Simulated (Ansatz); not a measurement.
Ansatz (a quantum-chemistry and plane-wave program) input:

Ansatz 0.2 input:
```yaml
crystal:
  periodic: [false, false, false]
  atoms:
    - {symbol: Li, position_ang: [-1.10544332, -0.64455546, -0.93118323]}
    - {symbol: C, position_ang: [0.27006175, 0.15746604, 0.22748971]}
    - {symbol: H, position_ang: [0.85191820, -0.59472364, 0.77579538]}
    - {symbol: H, position_ang: [-0.15466566, 0.82698661, 0.98665647]}
    - {symbol: H, position_ang: [0.99870689, 0.75660719, -0.33384040]}
basis:
  gaussian:
    orbitals: def2-TZVP
hamiltonian:
  xc: b3lyp
  dispersion: d3bj
phonons: {temperatures: {t_min: 298.15, t_max: 298.15, t_step: 100}}
```

### Question
What final total energy does it print?

### Answer
-47.42719 Eh (B3LYP-D3(BJ)/def2-TZVP). The basis has 63 functions.
